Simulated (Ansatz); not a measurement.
A run for Ansatz (a quantum-chemistry and plane-wave program): U-CCSD(T)/cc-pVDZ on BF2H (SMILES FBF), a point of a bond scan (R = 1.977 Å).

Ansatz 0.2 input:
```yaml
crystal:
  periodic: [false, false, false]
  atoms:
    - {symbol: B, position_ang: [-0.23542436, -0.38535740, 0.08189990]}
    - {symbol: H, position_ang: [-0.84419732, -1.38183527, 0.29368107]}
    - {symbol: F, position_ang: [1.46650510, -0.01552937, 1.01642824]}
    - {symbol: F, position_ang: [-0.67460427, 0.50643007, -0.78304996]}
basis:
  gaussian:
    orbitals: cc-pVDZ
correlation: {method: ccsd_t, electrons: outside_noble_gas}
scf: {omitted_lower_state_checks: [cluster_reference]}
magnetization: {spin_polarized: true, initial_magnetization: 0}
```

The head of its log:

```
WARN ansatz: RAYON_NUM_THREADS=1 ignored (pool sized by the plan → 1); use --threads N
Functional definition: HF
these checks for a lower state are left out or cut short: cluster_reference
integrals: 0.02 GiB planned
430 factors; integrals over basis functions are off by at most 1.2e-3 eV
mean field: 0.08 GiB planned
mean field evaluation 1: about -6095.2574 eV, gradient 2.8e1 eV
mean field evaluation 2: about -6095.2586 eV, gradient 2.8e1 eV
mean field evaluation 4: about -6098.8802 eV, gradient 2.1e0 eV
mean field evaluation 8: about -6098.9377 eV, gradient 1.2e-1 eV
mean field evaluation 16: about -6098.9163 eV, gradient 5.2e-1 eV
mean field -6098.93794015 eV, -224.1318352918 hartree, gradient 1.9e-6 eV, S^2 0.000000; 2 other end points of the search recorded, 0 dependent functions left out
3 core orbitals not correlated
reference -6098.93794015 eV, -224.1318352918 hartree; 9, 9 occupied and 35, 35 virtual orbitals, 430 factors
```

Task: Give the final energy of this run.

Result: -224.6255 hartree (reference determinant -224.1318, T1 diagnostic 0.022).
